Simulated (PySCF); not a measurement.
PySCF input for CH5BS, SMILES BSC, B3LYP-D3(BJ)/def2-TZVP. Geometry: B3LYP-D3(BJ)/def2-TZVP.

```python
import numpy as np
from pyscf import gto, scf, dft, df
from pyscf.hessian import thermo

mol = gto.M(
    atom='''
    B    -0.60661334   -1.45413945    0.00000000
    H    -0.16149943   -2.55558794   -0.00000000
    H    -1.77443896   -1.23148933   -0.00000001
    S     0.57024204   -0.15134192   -0.00000000
    C    -0.40041695    1.39507021    0.00000000
    H    -0.14489925    1.97168447    0.88686061
    H    -0.14489924    1.97168446   -0.88686062
    H    -1.46256732    1.16545504   -0.00000000
    ''',
    basis='def2-TZVP',
    charge=0,
    spin=0,
    max_memory=1600,
    verbose=3,
)
mf = dft.RKS(mol, xc='b3lyp').density_fit(auxbasis='def2-universal-jkfit')
mf.disp = 'd3bj'
mf.grids.level = 3
mf.conv_tol = 1e-11
mf.max_cycle = 100
mf.kernel()

# [left out here: the lines that compute and print the analytic Hessian (its translational invariance restored by hand, since the grid's response is missing), thermochemistry and intensities]
```

It prints:

```
converged SCF energy = -464.238081624281

WARN: DFTD3 does not support analytical Hessian, using finite difference


WARN: Mole.unit (angstrom) is changed to Bohr

Mode                                 0                   1                   2
Irrep
Freq [cm^-1]                       64.3753            298.3623            464.6450
Reduced mass [au]                   1.1058              2.4603              1.0445
Force const [Dyne/A]                0.0027              0.1290              0.1329
Char temp [K]                      92.6218            429.2769            668.5208
Normal mode                   x     y     z       x     y     z       x     y     z
       0   B                -0.00  0.00  0.07   -0.07  0.12 -0.00    0.00 -0.00  0.02
       1   H                -0.00 -0.00  0.08   -0.30  0.03  0.00    0.00  0.00  0.70
       2   H                -0.00  0.00  0.11   -0.03  0.35 -0.00    0.00 -0.00 -0.65
       3   S                 0.00 -0.00 -0.04    0.08 -0.00  0.00   -0.00  0.00 -0.03
       4   C                -0.00  0.00  0.01   -0.09 -0.10 -0.00    0.00  0.00  0.03
       5   H                -0.39 -0.25  0.29   -0.18 -0.06  0.00    0.07 -0.09  0.07
       6   H                 0.39  0.25  0.29   -0.18 -0.06 -0.00   -0.07  0.09  0.07
       7   H                 0.00 -0.00 -0.52   -0.05 -0.27  0.00    0.00  0.00  0.11
Mode                                 3                   4                   5
Irrep
Freq [cm^-1]                      684.9327            791.9608            838.8956
Reduced mass [au]                   5.1013              1.4231              3.1836
Force const [Dyne/A]                1.4100              0.5259              1.3200
Char temp [K]                     985.4657           1139.4553           1206.9840
Normal mode                   x     y     z       x     y     z       x     y     z
       0   B                 0.02  0.07  0.00   -0.05  0.13 -0.00   -0.16 -0.13 -0.00
       1   H                 0.15  0.13  0.00    0.53  0.36 -0.00   -0.06 -0.10 -0.00
       2   H                 0.01 -0.02  0.00   -0.16 -0.46  0.00   -0.22 -0.40  0.00
       3   S                -0.06  0.06 -0.00    0.02 -0.05  0.00    0.05  0.07  0.00
       4   C                 0.10 -0.19  0.00   -0.01  0.03 -0.00    0.04 -0.02 -0.00
       5   H                 0.10 -0.16 -0.01   -0.10  0.05  0.01   -0.07  0.02  0.00
       6   H                 0.10 -0.16  0.01   -0.10  0.05 -0.01   -0.07  0.02 -0.00
       7   H                 0.09 -0.12 -0.00    0.02 -0.12  0.00    0.07 -0.16  0.00
Mode                                 6                   7                   8
Irrep
Freq [cm^-1]                      928.2431            987.7779            989.5524
Reduced mass [au]                   1.2920              1.2040              1.2786
Force const [Dyne/A]                0.6559              0.6922              0.7377
Char temp [K]                    1335.5351           1421.1924           1423.7455
Normal mode                   x     y     z       x     y     z       x     y     z
       0   B                -0.00  0.00  0.14   -0.00  0.00 -0.05   -0.04  0.02  0.00
       1   H                 0.00  0.00 -0.55    0.00  0.00  0.29    0.04  0.04 -0.00
       2   H                -0.00 -0.00 -0.60   -0.00 -0.00  0.13   -0.07 -0.16 -0.00
       3   S                 0.00  0.00 -0.02    0.00  0.00 -0.02    0.04  0.01  0.00
       4   C                -0.00 -0.00  0.04   -0.00 -0.00  0.11   -0.10 -0.06 -0.00
       5   H                -0.08  0.18 -0.06   -0.23  0.50 -0.15    0.33 -0.16 -0.06
       6   H                 0.08 -0.18 -0.06    0.23 -0.50 -0.15    0.33 -0.16  0.06
       7   H                -0.00  0.00 -0.08   -0.00  0.00 -0.23   -0.25  0.63  0.00
Mode                                 9                  10                  11
Irrep
Freq [cm^-1]                     1197.8288           1354.3407           1471.5746
Reduced mass [au]                   1.2175              1.1542              1.0525
Force const [Dyne/A]                1.0293              1.2473              1.3429
Char temp [K]                    1723.4089           1948.5947           2117.2683
Normal mode                   x     y     z       x     y     z       x     y     z
       0   B                -0.09 -0.10 -0.00    0.01  0.01 -0.00   -0.00  0.00 -0.00
       1   H                 0.61  0.19 -0.00   -0.06 -0.02  0.00    0.00  0.00  0.00
       2   H                 0.06  0.62  0.00    0.01 -0.03 -0.00    0.00  0.00 -0.00
       3   S                 0.01  0.01 -0.00    0.00 -0.01 -0.00    0.00  0.00 -0.00
       4   C                -0.00 -0.01  0.00    0.06 -0.09  0.00    0.00  0.00 -0.06
       5   H                -0.02  0.02 -0.02   -0.36  0.36 -0.15   -0.46  0.04  0.07
       6   H                -0.02  0.02  0.02   -0.36  0.36  0.15    0.46 -0.04  0.07
       7   H                -0.02  0.07 -0.00   -0.09  0.52 -0.00   -0.00  0.00  0.71
Mode                                12                  13                  14
Irrep
Freq [cm^-1]                     1483.8420           2598.2579           2697.6778
Reduced mass [au]                   1.0518              1.0498              1.1354
Force const [Dyne/A]                1.3645              4.1758              4.8685
Char temp [K]                    2134.9183           3738.3147           3881.3577
Normal mode                   x     y     z       x     y     z       x     y     z
       0   B                 0.00 -0.00  0.00    0.05  0.04  0.00    0.08 -0.07  0.00
       1   H                -0.00 -0.00  0.00    0.25 -0.60  0.00   -0.26  0.65 -0.00
       2   H                -0.00 -0.00 -0.00   -0.71  0.15 -0.00   -0.60  0.11 -0.00
       3   S                -0.00 -0.00 -0.00   -0.00 -0.00  0.00    0.00 -0.00  0.00
       4   C                -0.05 -0.03 -0.00    0.00 -0.00 -0.00   -0.00  0.00 -0.00
       5   H                 0.33  0.41 -0.38   -0.00  0.00 -0.00   -0.00  0.00  0.00
       6   H                 0.33  0.41  0.38   -0.00  0.00  0.00   -0.00  0.00 -0.00
       7   H                 0.03 -0.32  0.00    0.00  0.01  0.00   -0.00  0.01 -0.00
Mode                                15                  16                  17
Irrep
Freq [cm^-1]                     3056.7630           3135.1642           3154.5689
Reduced mass [au]                   1.0293              1.1057              1.1065
Force const [Dyne/A]                5.6663              6.4033              6.4875
Char temp [K]                    4398.0014           4510.8032           4538.7223
Normal mode                   x     y     z       x     y     z       x     y     z
       0   B                -0.00  0.00 -0.00   -0.00 -0.00  0.00    0.00  0.00  0.00
       1   H                -0.00 -0.00  0.00   -0.00  0.00 -0.00   -0.00  0.00  0.00
       2   H                -0.00 -0.00 -0.00    0.00 -0.00 -0.00   -0.00 -0.00  0.00
       3   S                 0.00 -0.00  0.00    0.00 -0.00  0.00    0.00  0.00 -0.00
       4   C                 0.02 -0.04  0.00    0.00  0.00 -0.09    0.08  0.04  0.00
       5   H                 0.15  0.30  0.49    0.17  0.35  0.54   -0.07 -0.17 -0.29
       6   H                 0.15  0.30 -0.49   -0.17 -0.35  0.54   -0.07 -0.17  0.29
       7   H                -0.50 -0.12 -0.00   -0.00 -0.00 -0.02   -0.79 -0.18  0.00
temperature 298.1500 [K]
pressure 101325.00 [Pa]
Rotational constants [GHz] 21.84364 7.68336 5.89427
Symmetry number 1
Zero-point energy (ZPE) 0.05969 [Eh]   156703.403 [J/mol]
                           tot       elec      trans        rot        vib
Entropy [J/mol/K]       289.180      0.000    159.793     97.490     31.897
Cv [J/mol/K]             61.863      0.000     12.472     12.472     36.919
Cp [J/mol/K]             70.177      0.000     20.786     12.472     36.919
Internal energy [J/mol]                      3718.434   3718.434 161714.578
Internal energy [Eh]   -464.17366  -464.23808
Enthalpy [J/mol]                             6197.391   3718.434 161714.578
Enthalpy [Eh]          -464.17271
Gibbs free energy [J/mol]                  -41444.828 -25348.204 152204.504
Gibbs free energy [Eh] -464.20555
mode   freq/cm-1   IR/(km/mol)
   1       64.38         0.076
   2      298.36         2.138
   3      464.65         0.047
   4      684.93         1.830
   5      791.96         3.289
   6      838.90        20.499
   7      928.24         9.376
   8      987.78         6.202
   9      989.55         3.158
  10     1197.83        52.412
  11     1354.34         3.916
  12     1471.57         5.832
  13     1483.84         9.205
  14     2598.26        85.770
  15     2697.68        83.920
  16     3056.76        17.812
  17     3135.16         5.139
  18     3154.57         3.206
max |gradient| / (hartree/bohr): 3.51636547344821e-05
APT charges: [ 0.4414 -0.1484 -0.1472 -0.2144  0.0682 -0.0006 -0.0006  0.0017]
```

The calculation finished and met its thresholds.
